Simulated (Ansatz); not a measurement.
`[F][GeH2][S][GeH3]` → `[F][GeH2][SH]` + `[GeH2]`  (germylene loss)

Isolated molecules relaxed with PBE0-D4/def2-TZVP in Ansatz; ΔE leaves out vibrations. CCSD(T)/CBS is the MP2 limit (def2-TZVPP, def2-QZVPP) plus CCSD(T) − MP2 in def2-TZVPP, frozen cores. DFT in def2-TZVPP. For Ge outer-core shells are correlated without core-valence functions, which leaves a few kJ/mol of doubt a bond. Scalar relativity is left out up to krypton. One conformer a species, not always the lowest.

```
             level  ΔE (kcal/mol)
         r2SCAN-D4           55.9
CCSD(T)/def2-TZVPP           53.4
```

Question: What does CCSD(T)/CBS give? (Best estimate.)

Answer: Ansatz gave: +52.9 kcal/mol. The listed levels differ from it by 3.0, 0.5 kcal/mol.

Question: What do rigid-rotor, harmonic-oscillator terms from PBE0-D4/def2-TZVP frequencies (298.15 K, 1 bar) make of the CCSD(T)/CBS value? (An estimate is asked.)

Answer: The calculation gave: ΔZPE = -3.4 kcal/mol, ΔH = +50.3 kcal/mol, ΔS = 146 J/(mol·K), ΔG = +39.9 kcal/mol. Modes under 50 cm⁻¹ make the entropy rough.

Largest T1 diagnostic among the species: 0.012.

In def2-TZVPP, CCSD(T) changes the Hartree–Fock value by +7.3 kcal/mol (the triples alone add +1.5 kcal/mol) and MP2 by +12.1 kcal/mol. From BLYP to BHLYP (50 % exact exchange), in def2-TZVPP and without D4, ΔE moves by +7.2 kcal/mol. At CCSD(T), def2-SVP lies −2.7 kcal/mol from the extrapolated value and def2-TZVPP +0.5 kcal/mol.

CCSD(T)/CBS has its own doubt, a few kJ/mol and more with outer-core shells, so smaller differences from it don't rank the levels.
